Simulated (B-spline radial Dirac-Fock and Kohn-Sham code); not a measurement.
## X-ray form factors of arsenic in several charge states

These are calculated numbers from a radial B-spline solver; the model is Dirac-Fock orbitals of the configuration average with a finite nucleus.

Configurations: As¹³⁺ [Ar] 3d2; As¹⁴⁺ [Ar] 3d1; As¹⁵⁺ [Ne] 3s2 3p6. The first column is f₀ of As¹³⁺, the others are differences from it.

| s (Å⁻¹) | As¹³⁺ | Δ As¹⁴⁺ | Δ As¹⁵⁺ |
| --- | --- | --- | --- |
| 0 | 20.000 | -1.000 | -2.000 |
| 0.1 | 19.733 | -0.971 | -1.944 |
| 0.2 | 18.965 | -0.888 | -1.785 |
| 0.3 | 17.790 | -0.765 | -1.548 |
| 0.4 | 16.340 | -0.621 | -1.269 |
| 0.5 | 14.760 | -0.476 | -0.983 |
| 0.7 | 11.716 | -0.231 | -0.496 |
| 0.9 | 9.324 | -0.084 | -0.191 |
| 1.1 | 7.717 | -0.015 | -0.043 |
| 1.4 | 6.332 | +0.016 | +0.031 |
